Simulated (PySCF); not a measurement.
Compound: C6H12BNO.
InChI=1S/C6H12BNO/c1-5-2-6(3-8)9(7)4-5/h5-6H,2,4H2,1,7H3/t5-,6+/m0/s1

The closed-shell ground state was solved at several levels (PySCF, density fitting, gas phase, non-relativistic). Geometry: PBE0-D3(BJ)/def2-SVP, one conformer, isolated molecule.

```
        level  basis functions  total energy (Eh)  HOMO (eV)  LUMO (eV)  gap (eV)  dipole (D)
 PBE/pcSseg-1              213          -390.0828      -6.59      -1.53      5.06        6.05
PBE0/pcSseg-1              213          -390.1207      -8.01      -0.41      7.60        6.16
```

(1) What might wB97X-D/def2-SVPD (279 basis functions) give for the same quantities?

(2) Over all these levels, which gives the widest orbital gap and which the narrowest?

(3) How far do the dipole and the HOMO energy spread over the levels?

## Answers

(1) Total energy -390.2376 Eh, HOMO -9.98 eV, LUMO 1.37 eV, gap 11.35 eV, dipole 6.03 D.

(2) wB97X-D/def2-SVPD (range-separated hybrid) has the widest, 11.35 eV, and PBE/pcSseg-1 (GGA) the narrowest, 5.06 eV. Functional and basis both differ between the two, so the spread mixes both effects.

(3) The dipole runs from 6.03 to 6.16 D (mean 6.08 D) and the HOMO from -9.98 to -6.59 eV.

wB97X-D is run here without its empirical dispersion term; that term would change no orbital, density or response property at a fixed geometry.
